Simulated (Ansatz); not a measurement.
C₂H₃FSSi (`FC1=CS[SiH2]1`), relaxed with RKS PBE-D4/def2-SVP in Ansatz from a rough embedded geometry. The force threshold is 0.03 eV/Å; the program also tests the step.

Total charge 0; spin multiplicity 1.

Start:

```xyz
8

F     2.091    0.548    0.334
C     0.794    0.207    0.276
C    -0.065   -0.027    1.276
S    -1.620   -0.461    0.620
Si   -0.425   -0.068   -1.130
H     0.195   -0.015    2.369
H    -0.172   -1.313   -1.903
H    -0.798    1.128   -1.842
```

Problem. By how much does the energy fall, and how many steps does the optimiser take? (Best estimate.)

Solution. Ansatz gave: 0.18 eV, in 6 steps.

Problem. Which bonds change most? (Best estimate.)

Solution. The calculation gave: C3–S4 from 1.743 to 1.814 Å; Si5–H8 from 1.441 to 1.501 Å; S4–Si5 from 2.155 to 2.200 Å; C3–H6 from 1.123 to 1.103 Å.

Problem. Give the relaxed structure. (Estimate.)

Solution. Ansatz gave: 
```xyz
8

F     2.114    0.553    0.365
C     0.822    0.212    0.282
C    -0.020   -0.037    1.316
S    -1.659   -0.456    0.663
Si   -0.408   -0.082   -1.107
H     0.175   -0.011    2.402
H    -0.196   -1.278   -1.989
H    -0.828    1.099   -1.933
```
